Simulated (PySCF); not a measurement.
SMILES c1cc(-c2cc3sccc3s2)cs1 at its GFN2-xTB optimised geometry (Å):

```
19

C      1.7180    -3.4034     0.0007
C      0.6890    -2.5261     0.0002
C      1.1227    -1.1665     0.0002
C      0.2377    -0.0317     0.0000
C     -1.1318    -0.0317     0.0000
C     -1.6533     1.2722     0.0000
S     -3.2430     1.9519     0.0001
C     -2.5749     3.5505     0.0000
C     -1.2177     3.5769     0.0000
C     -0.6873     2.2714     0.0000
S      0.9013     1.5946     0.0000
C      2.4894    -1.0799     0.0005
S      3.2483    -2.6145    -0.0016
H      1.6781    -4.4743     0.0007
H     -0.3435    -2.8226    -0.0002
H     -1.7360    -0.9193     0.0001
H     -3.2483     4.3844     0.0000
H     -0.6275     4.4743     0.0000
H      3.0869    -0.1899     0.0005
```

Level of theory: B3LYP/def2-SVP (PySCF). Cells within 0.4 Å of a nucleus heavier than hydrogen are left out (blank, or x).

Map of the Laplacian of the electron density (e/bohr⁵), clipped to [-1.50, 1.50] on the plane z = 0.0 Å:

```
|5555555555555555555555555555555|
|5555555555555555555555555555555|
|5555555555555555555555555555555|
|5555555555555555555555555555555|
|5555555555555445555555555555555|
|5555555305555135555555555555555|
|555555552x44x155555555555555555|
|555555555x41xx55555555555555555|
|5555555543554255555555555555555|
|5555555434555x75555555555555555|
|5555554xx5554xx3494555555555555|
|5555553xx34413549x9455555555555|
|55555544443xx5559x9455555555555|
|5555555555552555335555555555555|
|5555555555541554255555555555555|
|555555555555xx2xx55555255555555|
|5555555555533545235553055555555|
|55555555555045554xx3xx455555555|
|55555555555555555xx3xx455555555|
|5555555555555555524554355555555|
|5555555555555555565654994555555|
|5555555555555531xx4555xx4555555|
|5555555555555533431x33993555555|
|5555555555555555557x45555555555|
|5555555555555555554155555555555|
|5555555555555555554055555555555|
|5555555555555555555455555555555|
|5555555555555555555555555555555|
|5555555555555555555555555555555|
|5555555555555555555555555555555|
|5555555555555555555555555555555|
```
Scale: ten equal steps from -1.50 (start of '0') to 1.50 (end of '9'), in the order '0123456789'; x runs from -6.50 to 6.50, y from -6.50 (bottom) to 6.50 (top).
